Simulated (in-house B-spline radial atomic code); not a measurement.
## Ionising P⁹⁺ with different functionals

Computed with a radial B-spline atomic code at the basis-set limit: non-relativistic Hamiltonian, point nucleus, spin-polarised at highest spin, spherical fractional occupations for the functionals, and exact exchange of hybrids averaged over the configuration. The ionisation energy is the difference of two self-consistent energies, [He] 2s2 2p2 → [He] 2s2 2p1, without Breit or QED terms; ε is the level of the shell that loses the electron (its least bound occupied spin orbital).

| method | rung | ΔSCF (eV) | -ε(2p) (eV) |
| --- | --- | --- | --- |
| PBE0 | global hybrid | 425.44 | 405.93 |
| B3LYP | global hybrid | 425.88 | 404.90 |
| TPSSh | global hybrid | 425.72 | 402.24 |
| M06-2X | global hybrid | 424.72 | 413.02 |
| BHandHLYP | global hybrid | 425.69 | 412.95 |
| r2SCAN0 | global hybrid | 426.25 | 407.31 |
| B97-1 | global hybrid | 425.45 | 404.86 |
| HSE06 | range-separated hybrid | 425.45 | 405.45 |
| wB97X | range-separated hybrid | 425.36 | 407.10 |
| CAM-B3LYP | range-separated hybrid | 425.80 | 406.84 |
| LC-wPBE | range-separated hybrid | 425.51 | 405.06 |

(1) Among the functionals, which spreads more, the ΔSCF values or the orbital energies?

(2) How do they compare with the NIST value?

Answers

(1) The orbital energies: ΔSCF values span about 1.52 eV and the orbital energies 10.78 eV; here energy differences depend much less on the functional than eigenvalues do.

(2) NIST lists 424.40 eV ± 0.09 (semi-empirical, ground level to ground level). Errors run from +0.32 to +1.85 eV; M06-2X is closest (+0.32 eV), but part of that can be cancellation, since the calculations leave out relativity, Breit-QED terms, multiplet and fine-structure energies.
